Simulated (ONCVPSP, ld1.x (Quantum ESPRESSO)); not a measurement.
## Potentials for sulfur compared

Generated with ld1.x 7.5 (TM, RRKJ, ultrasoft, PAW), atompaw 4.2 or ONCVPSP 4.0.1. The cutoff is in Ry: for ld1.x and atompaw files where the sum of valence levels is converged to 10 mRy in a Bessel basis, for ONCV files where the hardest occupied wave has 1 mHa per electron of residual kinetic energy. The error is the largest all-electron minus pseudo excitation energy over each file’s own four to seven test configurations (ionisations up to +4, promotions, holes and added fractions of an electron), all of which were solved. The labels leave out finer settings (local radius, basis sizes, second energies), which also bear on the numbers. Spin-polarised tests are not counted. The rows are a selection from randomly drawn settings: files with unsolved tests, undetermined cutoffs or missed reference levels are left out.

A true bound ghost makes a file unfit for plane-wave use even where its test errors are small: the radial tests pick states by their node count and pass the ghost by.

```tsv
potential	cutoff (Ry)	largest error (meV)	bound ghosts
ONCV, PBE, scalar-relativistic, rc 1.25/1.25/1.30 (spd), local p, core correction yes, reference 3s2 3p2, qcut 4.7/5.5/8.3, projectors 2/0/2	30	+24	none
TM, LDA (PZ), non-relativistic, rc 1.25/1.40/1.10 (spd), local s, core correction no, reference 3s2 3p4	45	+133	none
ONCV, PBE, non-relativistic, rc 1.45/1.30 (sp), local smoothed, core correction yes, reference 3s2 3p4, qcut 5.4/6.3, projectors 2/1	26	+70	none
ONCV, PBEsol, scalar-relativistic, rc 0.90/0.90 (sp), local smoothed, core correction no, reference 2s2 2p6 3s2 3p3, qcut 14.8/17.3, projectors 2/3	226	+21	none
ONCV, PBE, scalar-relativistic, rc 0.80/0.95 (sp), local smoothed, core correction yes, reference 2s2 2p6 3s2 3p4, qcut 16.6/12, projectors 2/2	189	+12	none
```

Task: Fill in the row for S: ONCV, LDA (Perdew-Wang 92), scalar-relativistic, rc 1.25/1.10/1.20 (spd), local smoothed, core correction no, reference 3s2 3p3.5, qcut 4.8/6.6/6.9, projectors 2/2/2.

Result: cutoff 204 Ry, largest error +14 meV, bound ghosts: p.
